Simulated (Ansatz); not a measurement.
The cluster KBi2. Total charge 0; doublet. Geometry relaxed at r2SCAN-D4/def2-TZVP.

```xyz
3

K    -1.144    1.637   -0.764
Bi    0.186   -1.581   -0.695
Bi    0.958   -0.056    1.459
```

In the def2 sets Bi takes a core potential; there is no spin–orbit coupling. The structure comes from a short search, and lower isomers may exist.

(1) Estimate the harmonic wavenumbers at UKS r2SCAN-D4/def2-TZVP (Ansatz, unscaled). Is this a minimum?

## Answers

(1) 69, 134, 155 cm⁻¹. Yes, no mode is imaginary beyond noise. Zero-point energy 2.1 kJ/mol. Hardware: 4 threads of Intel Xeon on a shared host. Wall time 52 s.
